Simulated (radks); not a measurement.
Spherical jellium clusters: N electrons in a uniform positive sphere of charge N and radius rs N^(1/3), rs = 4 bohr. Calculated with a radial shooting solver with Libxc functionals: non-relativistic Kohn-Sham, LDA (Slater exchange, Perdew-Wang correlation), spin-polarised, spherical densities. Levels are named by radial order and angular momentum (1s, 1p, 1d, 2s, ...), and open shells are averaged over m.

N = 6, configuration 1s2 1p(up 3, down 1). This is the lowest configuration that the search found. Occupied and some empty levels:

| level | occupation | eigenvalue (eV) | <r> (bohr) |
|---|---|---|---|
| 1s up | 1 | -4.5594 | 4.954 |
| 1s down | 1 | -4.1382 | 4.976 |
| 1p up | 3 | -3.1252 | 6.129 |
| 1p down | 1 | -2.7199 | 6.274 |
| 1d up | 0 | -1.4843 | 7.403 |
| 1d down | 0 | -1.1610 | 7.726 |
| 2s up | 0 | -1.1565 | 7.969 |
| 2s down | 0 | -0.96671 | 8.390 |

Energy (eV): total -9.99304, kinetic 10.416, external -156.75, Hartree 76.347, exchange-correlation -20.875, background 80.865.
